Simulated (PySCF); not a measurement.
Spinor energies of C⁺ (carbon, charge +1)

Start: [He] 2s2 2p1; 2p1/2 filled at m_j = +1/2. Calculated with PySCF 2.14 in x2c-TZVPall-2c with one added diffuse shell each of s, p, d type (6s4p3d1f, 40 functions): generalised Hartree-Fock with the X2C-1e Hamiltonian and a Gaussian nucleus; one run each with spin-orbit coupling (SO) switched off, then screened by Boettger's factors.

```json
{"spinor shell": "1s1/2", "electrons": "2", "ε, spin-free (eV)": "-323.86", "ε, screened SO (eV)": "-323.86", "weight of nominal j (screened SO)": "1.000", "rms radius, screened SO (bohr)": "0.311"}
{"spinor shell": "2s1/2", "electrons": "2", "ε, spin-free (eV)": "-31.480", "ε, screened SO (eV)": "-31.479", "weight of nominal j (screened SO)": "0.998", "rms radius, screened SO (bohr)": "1.61"}
{"spinor shell": "2p1/2", "electrons": "1", "ε, spin-free (eV)": "-24.923", "ε, screened SO (eV)": "-24.928", "weight of nominal j (screened SO)": "0.900", "rms radius, screened SO (bohr)": "1.64"}
```

```json
{"quantity": "E (hartree)", "spin-free": "-37.31179", "screened SO": "-37.31199"}
{"quantity": "M_J", "spin-free": "1/2", "screened SO": "1/2"}
{"quantity": "⟨J²⟩", "spin-free": "1.080", "screened SO": "1.058"}
{"quantity": "⟨L²⟩", "spin-free": "2.024", "screened SO": "2.024"}
{"quantity": "⟨S²⟩", "spin-free": "0.758", "screened SO": "0.758"}
```

The determinant has a definite M_J but mixes levels of different J.

Each row is a mean over spinors that exchange with the open shell spreads, by up to 1.108 eV (2s1/2).

Without spin-orbit coupling the j labels of p, d and f shells carry no meaning; the spin-free column gives the mean over the occupied spinors of each nl shell, and its ⟨J²⟩ belongs to a mixture of degenerate components.
